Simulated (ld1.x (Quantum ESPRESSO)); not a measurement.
**Building the RRKJ potential for lead (PBE, fully relativistic).**

- Element: Pb (Z = 82)
- Generator: ld1.x (Quantum ESPRESSO) 7.5
- Type: norm-conserving RRKJ (Kleinman–Bylander form)
- Functional: PBE
- Relativity: fully relativistic
- Frozen core: [Xe] 4f14
- Valence charge: 14
- Reference configuration: 5d10 6s1 6p3
- Partial waves: 6s (bound): rc 1.70 bohr; 6p (bound): rc 1.95 bohr; 5d (bound): rc 1.85 bohr
- Local potential: all-electron potential smoothed inside 1.40 bohr (lloc = -1)
- Core correction: none

Open shells are filled in proportion to 2j + 1 (rel_dist='average').

Q: Is a potential produced?

A: No. ld1.x (Quantum ESPRESSO) 7.5 stopped with "compute_chi: n is too large": the Bessel-function wave could not be built (negative determinant in compute_phi), and the routine for χ then failed on it.
